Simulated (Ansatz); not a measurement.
One change: `O[Si]1(F)C=N1` becomes `N[Si]1(F)C=N1`.

Ansatz, PBE0-D4/def2-TZVP geometries, multiplicity 1. Each molecule was computed in one conformer, which needn't be the lowest.

```json
{"property": "zero-point energy (PBE0-D4/def2-TZVP) / kJ/mol", "`O[Si]1(F)C=N1`": "98.3"}
{"property": "LUMO energy (B3LYP/def2-TZVPP) / eV", "`O[Si]1(F)C=N1`": "-1.41"}
{"property": "HOMO energy (PBE/def2-TZVPP) / eV", "`O[Si]1(F)C=N1`": "-5.49"}
{"property": "LUMO energy (PBE0/def2-TZVPP) / eV", "`O[Si]1(F)C=N1`": "-1.16"}
{"property": "HOMO–LUMO gap (PBE0/def2-TZVPP) / eV", "`O[Si]1(F)C=N1`": "5.69"}
{"property": "size of the dipole moment (ωB97M-V/def2-TZVPP) / D", "`O[Si]1(F)C=N1`": "2.56"}
```

(1) Give the same properties after the change, and the shifts. (Estimate.)

Results:

(1) Computed: 
| property | `N[Si]1(F)C=N1` | shift |
| --- | --- | --- |
| zero-point energy (PBE0-D4/def2-TZVP) / kJ/mol | 128.5 | 30.2 |
| LUMO energy (B3LYP/def2-TZVPP) / eV | -1.07 | 0.34 |
| HOMO energy (PBE/def2-TZVPP) / eV | -5.07 | 0.42 |
| LUMO energy (PBE0/def2-TZVPP) / eV | -0.82 | 0.34 |
| HOMO–LUMO gap (PBE0/def2-TZVPP) / eV | 5.58 | -0.11 |
| size of the dipole moment (ωB97M-V/def2-TZVPP) / D | 3.08 | 0.52 |

With PBE0 the HOMO rises by 0.45 eV and the LUMO rises by 0.34 eV, so the gap narrows by about 0.11 eV. PBE moves the HOMO by 0.42 eV and ωB97M-V by 0.46 eV. The zero-point energy changes by 30.2 kJ/mol with +3 modes. Dipoles are sizes alone; their direction can turn.

B3LYP here is the variant with VWN-RPA as its local correlation; programs differ in this.
